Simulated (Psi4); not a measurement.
Noncovalent pair: PH3 (SMILES P) (first 4 atoms) with H4OSi (SMILES O[SiH3]); geometry from B3LYP-D3(BJ)/def2-TZVP.
(charge 0, multiplicity 1):
```json
[
 {"atom": "P", "x (Å)": "-0.2476", "y (Å)": "0.1743", "z (Å)": "-0.3663"},
 {"atom": "H", "x (Å)": "0.8205", "y (Å)": "-0.5043", "z (Å)": "-0.9994"},
 {"atom": "H", "x (Å)": "-1.2622", "y (Å)": "-0.5918", "z (Å)": "-0.9874"},
 {"atom": "H", "x (Å)": "-0.2970", "y (Å)": "1.2282", "z (Å)": "-1.3089"},
 {"atom": "O", "x (Å)": "-0.2113", "y (Å)": "0.7365", "z (Å)": "3.0406"},
 {"atom": "Si", "x (Å)": "0.1962", "y (Å)": "-0.5949", "z (Å)": "3.9184"},
 {"atom": "H", "x (Å)": "-0.2430", "y (Å)": "0.6459", "z (Å)": "2.0773"},
 {"atom": "H", "x (Å)": "-0.7532", "y (Å)": "-1.7172", "z (Å)": "3.7005"},
 {"atom": "H", "x (Å)": "0.1597", "y (Å)": "-0.1887", "z (Å)": "5.3383"},
 {"atom": "H", "x (Å)": "1.5561", "y (Å)": "-1.0898", "z (Å)": "3.5810"}
]
```

Calculation: SAPT0/jun-cc-pV(D+d)Z in Psi4.

Q: Which attractive term is largest, and how does the interaction split up?

A: electrostatics -6.05, exchange 7.24, induction -2.34, dispersion -1.83, total -2.98 kcal/mol; the largest attraction is electrostatics.
